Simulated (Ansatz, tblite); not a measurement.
Cost and result up the ladder for [GeF3]- (GeF₃⁻) (4 atoms). Total charge -1; singlet. Geometry: r2SCAN-D4/def2-TZVPD.

```csv
atom,x (Å),y (Å),z (Å)
Ge1,0.315,0.450,0.458
F2,-0.673,1.050,-0.943
F3,-0.918,-0.765,1.009
F4,1.276,-0.736,-0.525
```

Ansatz on 4 threads of Arm Neoverse V2 on a shared host; xTB runs through tblite on one thread. Times are rough, summed over both states, and most runs start from the orbitals of an earlier one. PBE0-D4/def2-TZVPD serves as the yardstick here, not as an exact answer. The other state is a triplet.

The xTB rows come from tblite.

xTB has no spin-polarisation term.

| level | functions | vertical triplet (eV) | difference from PBE0-D4/def2-TZVPD (eV) | remarks |
| --- | --- | --- | --- | --- |
| r2SCAN-D4/def2-TZVPD | 174 | 4.55 | -0.08 | HOMO above zero (triplet) |
| GFN1-xTB | 21 | 5.72 | 1.09 | – |
| PBE0-D4/def2-TZVPD (with forces) | 174 | 4.62 | 0.00 | HOMO above zero (triplet) |
| PBE-D4/def2-TZVPD | 174 | 4.54 | -0.08 | HOMO above zero (triplet) |
| GFN2-xTB | 21 | 7.61 | 2.99 | – |

Problem. Estimate how long each takes.

Solution. GFN2-xTB 0.003 s; GFN1-xTB 0.004 s; PBE-D4/def2-TZVPD 4.8 s; r2SCAN-D4/def2-TZVPD 12 s; PBE0-D4/def2-TZVPD (with forces) 12 s. On shared hardware such times vary by a factor of up to 3.
